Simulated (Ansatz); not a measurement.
Mulliken charges of `[SiH3][O][Al][SH]` radical from r2SCAN/def2-TZVPP in Ansatz (PBE0-D4/def2-TZVP geometry).

| atom | x (Å) | y (Å) | z (Å) | charge (e) |
| --- | --- | --- | --- | --- |
| Si1 | -0.154 | 1.474 | -0.237 | 0.395 |
| O2 | 0.276 | 0.040 | 0.402 | -0.357 |
| Al3 | 0.822 | -1.305 | 1.257 | 0.378 |
| S4 | 0.336 | -3.294 | 0.440 | -0.280 |
| H5 | -1.124 | 1.261 | -1.344 | -0.084 |
| H6 | -0.788 | 2.331 | 0.799 | -0.083 |
| H7 | 1.043 | 2.173 | -0.775 | -0.083 |
| H8 | -0.318 | -2.736 | -0.597 | 0.113 |

Task: By hand: the dipole of these point charges (1 e Å = 4.8032 D).

Result: Σ q r = (0.095, 0.208, 0.158) e Å, of length 0.278 e Å = 1.34 D.

Task: How does the dipole of the full density compare? (Best estimate.)

Result: Ansatz gave: (0.023, 0.138, 0.040) e Å, 0.70 D; the point charges give 1.91 times that, at 23° from its direction.

Point charges leave out the atoms' own dipoles, such as those of lone pairs, and Mulliken's split depends on the basis, so the two needn't agree.
